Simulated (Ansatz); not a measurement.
Energy profile

The step: CH₅InS ([CH3][InH][SH]) → CH₃In ([CH3][In]) + H₂S; bonds formed: S2–H3; bonds broken: In1–S2, In1–H3 (atoms numbered as in the saddle structure below).

```
8
angstrom
In -0.8673 -0.2121 -0.5444
S 1.5028 -0.6586 -1.8720
H -0.3945 -0.7786 -2.1502
C -0.4548 0.2332 1.5184
H 1.3144 0.4925 -2.5377
H 0.1161 -0.5946 1.9441
H 0.1566 1.1368 1.5565
H -1.3731 0.3814 2.0852
```

Electronic energies by CCSD(T) at an estimated basis limit (MP2 extrapolated from triple and quadruple zeta, plus CCSD(T) − MP2 in triple zeta), on PBE0-D4/def2-TZVP structures; CH5InS, singlet; no counterpoise correction. Computed with Ansatz 0.2.0 (basis: def2-TZVPP and def2-QZVPP); correlated methods freeze the cores. Filled d shells of the heavier atoms are correlated. Core potentials replace the inner electrons of the atoms past krypton. The def2 sets are not built for correlating such inner shells, so the correlated values are less sure here. Extrapolation: Hartree–Fock as exp(−7.88 √X), correlation as X^−2.97.

Problem. Give the profile in kJ/mol, counted from the start structure. (Judge from chemistry; the value comes from the calculation.)

Solution. The calculation gives:
| point | kJ/mol |
| --- | --- |
| start structure | 0.0 |
| saddle | 190.8 |
| end structure | 73.1 |
| separated: CH3In (linked as [CH3][In]; In1, C4, H6, H7, H8; singlet) + H2S (S2, H3, H5; singlet) | 93.9 |

The T1 diagnostic stays at or below 0.019. The restricted Hartree–Fock reference is unstable towards an unrestricted one at one or more of these structures.

For scale, one of the runs: CCSD(T)/def2-TZVPP, 193 basis functions, launched by `ansatz run in.yaml --threads 4 --pin off --events-out ev --progress --plain --max-ram 9574MiB`. Hardware: 4 CPU threads of an AMD EPYC 9R45, shared host. Wall time 13 s; peak host memory 2.3 GiB.
